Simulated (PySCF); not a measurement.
C4H7N3S.
Bonds: C1–S2, S2–C3, C3–C4 (aromatic), C4–N5 (aromatic), N5–N6 (aromatic), N6–C7, N6–N8 (aromatic), C3–N8 (aromatic). Hydrogens: H9, H10, H11 on C1; H12 on C4; H13, H14, H15 on C7.

The same species was optimised twice, with GFN2-xTB and with PBE0-D3(BJ)/def2-SVP (PySCF), and the same property calculations (PySCF, gas phase) were run on both structures.

```json
{"coordinate": "C1–S2 (Å)", "GFN2-xTB": "1.815", "PBE0-D3(BJ)/def2-SVP": "1.803", "change": "-0.012"}
{"coordinate": "N6–C7 (Å)", "GFN2-xTB": "1.430", "PBE0-D3(BJ)/def2-SVP": "1.438", "change": "+0.008"}
{"coordinate": "S2–C3 (Å)", "GFN2-xTB": "1.738", "PBE0-D3(BJ)/def2-SVP": "1.745", "change": "+0.007"}
{"coordinate": "C3–C4 (Å)", "GFN2-xTB": "1.406", "PBE0-D3(BJ)/def2-SVP": "1.412", "change": "+0.006"}
{"coordinate": "C4–N5 (Å)", "GFN2-xTB": "1.322", "PBE0-D3(BJ)/def2-SVP": "1.328", "change": "+0.006"}
{"coordinate": "N6–N8 (Å)", "GFN2-xTB": "1.318", "PBE0-D3(BJ)/def2-SVP": "1.322", "change": "+0.004"}
{"coordinate": "N5–N6 (Å)", "GFN2-xTB": "1.310", "PBE0-D3(BJ)/def2-SVP": "1.312", "change": "+0.002"}
{"coordinate": "C3–N8 (Å)", "GFN2-xTB": "1.331", "PBE0-D3(BJ)/def2-SVP": "1.331", "change": "0.000"}
{"coordinate": "N5–N6–N8 (°)", "GFN2-xTB": "114.8", "PBE0-D3(BJ)/def2-SVP": "115.8", "change": "+1.0"}
{"coordinate": "C4–N5–N6 (°)", "GFN2-xTB": "105.3", "PBE0-D3(BJ)/def2-SVP": "104.4", "change": "-0.9"}
{"coordinate": "C1–S2–C3 (°)", "GFN2-xTB": "99.2", "PBE0-D3(BJ)/def2-SVP": "99.8", "change": "+0.6"}
{"coordinate": "C7–N6–N8 (°)", "GFN2-xTB": "122.3", "PBE0-D3(BJ)/def2-SVP": "121.7", "change": "-0.6"}
{"coordinate": "C3–N8–N6 (°)", "GFN2-xTB": "104.4", "PBE0-D3(BJ)/def2-SVP": "103.9", "change": "-0.5"}
{"coordinate": "S2–C3–C4 (°)", "GFN2-xTB": "128.3", "PBE0-D3(BJ)/def2-SVP": "127.9", "change": "-0.4"}
{"coordinate": "S2–C3–N8 (°)", "GFN2-xTB": "123.8", "PBE0-D3(BJ)/def2-SVP": "124.1", "change": "+0.3"}
{"coordinate": "N5–N6–C7 (°)", "GFN2-xTB": "122.8", "PBE0-D3(BJ)/def2-SVP": "122.5", "change": "-0.3"}
{"coordinate": "C1–S2–C3–C4 (°)", "GFN2-xTB": "-179", "PBE0-D3(BJ)/def2-SVP": "179", "change": "-2"}
```

Rotational constants: A = 4146, B = 1157, C = 914.9 MHz (GFN2-xTB) against A = 4150, B = 1144, C = 907.1 MHz (PBE0-D3(BJ)/def2-SVP).

On the GFN2-xTB structure: lowest singlet, TDDFT (eV) 5.21 [PBE0/def2-SVPD]; lowest triplet, Tamm–Dancoff (eV) 4.09 [PBE0/def2-SVPD]; isotropic polarisability (au) 89.2 [PBE0/def2-SVPD]; HOMO (eV) -6.22 [PBE0/def2-SVPD]; LUMO (eV) -0.17 [PBE0/def2-SVPD]; dipole (D) 1.97 [PBE0/def2-SVPD]; HOMO (eV) -6.20 [PBE0/pcSseg-1]; LUMO (eV) -0.04 [PBE0/pcSseg-1]; dipole (D) 2.00 [PBE0/pcSseg-1]; GIAO shielding of C1 (ppm) 167.6 [PBE0/pcSseg-1]; GIAO shielding of S2 (ppm) 539.3 [PBE0/pcSseg-1]; GIAO shielding of C3 (ppm) 35.2 [PBE0/pcSseg-1]; GIAO shielding of C4 (ppm) 52.4 [PBE0/pcSseg-1]; GIAO shielding of N5 (ppm) -102.8 [PBE0/pcSseg-1]; GIAO shielding of N6 (ppm) 2.9 [PBE0/pcSseg-1]; GIAO shielding of C7 (ppm) 145.5 [PBE0/pcSseg-1]; GIAO shielding of N8 (ppm) -79.0 [PBE0/pcSseg-1].

Question: What do these properties become on the PBE0-D3(BJ)/def2-SVP structure?

Answer: 
```json
{"property": "lowest singlet, TDDFT (eV)", "level": "PBE0/def2-SVPD", "on GFN2-xTB": "5.21", "on PBE0-D3(BJ)/def2-SVP": "5.21", "change": "0.00"}
{"property": "lowest triplet, Tamm–Dancoff (eV)", "level": "PBE0/def2-SVPD", "on GFN2-xTB": "4.09", "on PBE0-D3(BJ)/def2-SVP": "4.09", "change": "0.00"}
{"property": "isotropic polarisability (au)", "level": "PBE0/def2-SVPD", "on GFN2-xTB": "89.2", "on PBE0-D3(BJ)/def2-SVP": "90.1", "change": "+0.9"}
{"property": "HOMO (eV)", "level": "PBE0/def2-SVPD", "on GFN2-xTB": "-6.22", "on PBE0-D3(BJ)/def2-SVP": "-6.24", "change": "-0.02"}
{"property": "LUMO (eV)", "level": "PBE0/def2-SVPD", "on GFN2-xTB": "-0.17", "on PBE0-D3(BJ)/def2-SVP": "-0.20", "change": "-0.03"}
{"property": "dipole (D)", "level": "PBE0/def2-SVPD", "on GFN2-xTB": "1.97", "on PBE0-D3(BJ)/def2-SVP": "1.91", "change": "-0.06"}
{"property": "energy, GFN2-xTB geometry as zero (kcal/mol)", "level": "PBE0/def2-SVPD", "on GFN2-xTB": "0.0", "on PBE0-D3(BJ)/def2-SVP": "-0.7", "change": "-0.7"}
{"property": "HOMO (eV)", "level": "PBE0/pcSseg-1", "on GFN2-xTB": "-6.20", "on PBE0-D3(BJ)/def2-SVP": "-6.22", "change": "-0.02"}
{"property": "LUMO (eV)", "level": "PBE0/pcSseg-1", "on GFN2-xTB": "-0.04", "on PBE0-D3(BJ)/def2-SVP": "-0.07", "change": "-0.03"}
{"property": "dipole (D)", "level": "PBE0/pcSseg-1", "on GFN2-xTB": "2.00", "on PBE0-D3(BJ)/def2-SVP": "1.94", "change": "-0.06"}
{"property": "energy, GFN2-xTB geometry as zero (kcal/mol)", "level": "PBE0/pcSseg-1", "on GFN2-xTB": "0.0", "on PBE0-D3(BJ)/def2-SVP": "-0.6", "change": "-0.6"}
{"property": "GIAO shielding of C1 (ppm)", "level": "PBE0/pcSseg-1", "on GFN2-xTB": "167.6", "on PBE0-D3(BJ)/def2-SVP": "166.8", "change": "-0.8"}
{"property": "GIAO shielding of S2 (ppm)", "level": "PBE0/pcSseg-1", "on GFN2-xTB": "539.3", "on PBE0-D3(BJ)/def2-SVP": "534.7", "change": "-4.6"}
{"property": "GIAO shielding of C3 (ppm)", "level": "PBE0/pcSseg-1", "on GFN2-xTB": "35.2", "on PBE0-D3(BJ)/def2-SVP": "33.1", "change": "-2.1"}
{"property": "GIAO shielding of C4 (ppm)", "level": "PBE0/pcSseg-1", "on GFN2-xTB": "52.4", "on PBE0-D3(BJ)/def2-SVP": "51.2", "change": "-1.2"}
{"property": "GIAO shielding of N5 (ppm)", "level": "PBE0/pcSseg-1", "on GFN2-xTB": "-102.8", "on PBE0-D3(BJ)/def2-SVP": "-105.3", "change": "-2.5"}
{"property": "GIAO shielding of N6 (ppm)", "level": "PBE0/pcSseg-1", "on GFN2-xTB": "2.9", "on PBE0-D3(BJ)/def2-SVP": "0.6", "change": "-2.3"}
{"property": "GIAO shielding of C7 (ppm)", "level": "PBE0/pcSseg-1", "on GFN2-xTB": "145.5", "on PBE0-D3(BJ)/def2-SVP": "143.3", "change": "-2.2"}
{"property": "GIAO shielding of N8 (ppm)", "level": "PBE0/pcSseg-1", "on GFN2-xTB": "-79.0", "on PBE0-D3(BJ)/def2-SVP": "-77.8", "change": "+1.2"}
```

The heavy atoms differ by 0.016 Å rms after alignment. Among the bonds compared C1–S2 changes most (-0.012 Å). Changes are differences of the printed values. Neither structure is proved a minimum here.

Shape of the structure used: `[CH3:1][S:2][c:3]1[cH:4][n:5][n:6]([CH3:7])[n:8]1`: C1–S2–C3–C4 179°.
